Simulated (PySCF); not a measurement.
## EPR parameters of C7H7O2

C₇H₇O₂ (doublet state).
Cartesian coordinates in Å at the GFN2-xTB level; atoms count from 1:
```xyz
16
C7H7O2 angstrom
C      3.091   -0.302   -0.255
C      1.776   -0.017    0.412
O      1.621    0.260    1.568
O      0.772   -0.131   -0.497
C     -0.533    0.020   -0.202
C     -1.524   -0.081   -1.236
C     -2.734    0.104   -0.648
C     -2.522    0.325    0.773
C     -1.182    0.273    1.034
H      3.891    0.186    0.293
H      3.074    0.029   -1.289
H      3.263   -1.378   -0.239
H     -1.304   -0.267   -2.268
H     -3.694    0.096   -1.128
H     -3.306    0.497    1.486
H     -0.696    0.395    1.981
```

The hyperfine couplings belong to this conformer and change with its torsions.

As a line formula: `CC(=O)O[C]1C=CC=C1` [radical].

Method: UKS B3LYP, pcH-1 on C H O, non-relativistic, mean-field spin-orbit, GIAO (PySCF 2.14.0). One conformer (not necessarily the lowest) at the GFN2-xTB geometry, without solvent, vibrations or thermal averaging. The geometry wasn't refined by DFT: couplings that depend on bond lengths, twists or pyramidal angles can differ widely from those at the functional's own minimum. Stability of the SCF solution: not tested.

* g1, g2, g3: 2.00214, 2.00256, 2.00364
* g_iso: 2.00278
* Form of g: rhombic: the two nearest values differ by 28 % of g3 − g1
* ⟨S²⟩: 0.7620 (exact 0.7500)
* α and β electrons: 33, 32
* HOMO–LUMO gap, α and β orbitals: 5.45, 2.53 eV
* Total energy: -421.37537 Eh
* Basis functions: 295

Isotropic coupling and dipolar principal values T1 to T3, in mT; ρ(0) is the spin density at the nucleus (MHz turned into mT with g_iso):

| atom | isotope | a_iso | T1 | T2 | T3 | Mulliken spin population | ρ(0) (bohr⁻³) |
| --- | --- | --- | --- | --- | --- | --- | --- |
| C1 | 13C | -0.07 | -0.01 | 0.00 | 0.02 | 0.00 | -0.0017 |
| C2 | 13C | 0.02 | -0.08 | -0.01 | 0.09 | 0.01 | 0.0006 |
| O3 | 17O | -0.07 | -0.34 | 0.16 | 0.18 | 0.03 | 0.0033 |
| O4 | 17O | -0.29 | -0.95 | 0.45 | 0.50 | 0.04 | 0.0134 |
| C5 | 13C | 1.62 | -1.59 | -1.57 | 3.16 | 0.51 | 0.0403 |
| C6 | 13C | -0.71 | -0.01 | 0.00 | 0.01 | -0.04 | -0.0177 |
| C7 | 13C | 0.30 | -0.73 | -0.68 | 1.41 | 0.24 | 0.0075 |
| C8 | 13C | 0.78 | -1.07 | -1.01 | 2.07 | 0.37 | 0.0194 |
| C9 | 13C | -1.00 | -0.44 | 0.22 | 0.22 | -0.13 | -0.0248 |
| H10 | 1H | 0.02 | -0.03 | -0.02 | 0.05 | 0.00 | 0.0002 |
| H11 | 1H | 0.05 | -0.04 | -0.04 | 0.08 | 0.00 | 0.0003 |
| H12 | 1H | 0.19 | -0.04 | -0.03 | 0.07 | 0.00 | 0.0012 |
| H13 | 1H | -0.05 | -0.12 | -0.09 | 0.21 | 0.00 | -0.0003 |
| H14 | 1H | -0.64 | -0.40 | -0.08 | 0.48 | -0.01 | -0.0040 |
| H15 | 1H | -0.91 | -0.54 | -0.06 | 0.61 | -0.02 | -0.0057 |
| H16 | 1H | 0.14 | -0.14 | 0.01 | 0.13 | 0.00 | 0.0009 |

The largest Mulliken spin populations are on C5 (+0.51), C8 (+0.37), C7 (+0.24) and C9 (-0.13). Three atoms exceed +0.15. The positive populations add up to 1.20 and the negative ones to -0.20, together 2S = 1. The angles at C5 add up to 360.0°, so it is planar.

The SMILES `CC(=O)O[C]1C=CC=C1` draws the unpaired electron on C5, whose computed spin population is only +0.51.

Axes: g2 points within 5° of the C6–C7 bond and g3 points within 14° of the C5–C6 bond.

Under fast tumbling the dipolar parts average out, and these isotropic splittings remain: 1 × 1H (H15, I = 1/2, 2 lines) with 0.91 mT, 1 × 1H (H14, I = 1/2, 2 lines) with 0.64 mT, 1 × 1H (H16, I = 1/2, 2 lines) with 0.14 mT, 3 × 1H (H10/H11/H12, I = 1/2, 4 lines) with 0.09 mT and 1 × 1H (H13, I = 1/2, 2 lines) with 0.05 mT.

Means are taken over nuclei equivalent by connectivity, which assumes that they swap fast. C6 and C9, with what hangs on them, aren't averaged: C5 is flat or nearly so (angle sum 360°), and its turn about the short C5–O4 bond (1.35 Å) is taken as slow.

The 17O coupling of O4 (-8.1 MHz) shows only in satellite lines or after enrichment, since that isotope makes up about 0.038 % of natural oxygen.

The 13C coupling of C5 (45.4 MHz) shows only in satellite lines or after enrichment, since that isotope makes up about 1.07 % of natural carbon.
